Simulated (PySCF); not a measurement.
Al⁺: excitation energy

Al⁺ [Ne] 3s2 (1S) → Al⁺ [Ne] 3p2 (3P), as a difference of total energies. Calculation: PySCF 2.14, in aug-cc-pVQZ-DK; scalar relativity by spin-free X2C-1e. Correlated levels: valence: [Ne] frozen. The calculations carry no spin-orbit coupling.

```
           method  excitation energy (eV)  error (eV)
              UHF                  10.693      -0.987
              LDA                  10.688      -0.992
              PBE                  10.447      -1.233
             PBE0                  10.636      -1.044
           r2SCAN                  10.222      -1.458
             BP86                  10.464      -1.216
          r2SCANh                  10.341      -1.339
           B2PLYP                  11.217      -0.463
        CAM-B3LYP                  11.238      -0.442
    MP2 (valence)                  11.315      -0.365
SCS-MP2 (valence)                  11.586      -0.094
```

Reference: 11.680 eV (measured; NIST levels, between the centres of gravity of the two terms).

Errors of the correlated levels include the incompleteness of this basis and the frozen core.
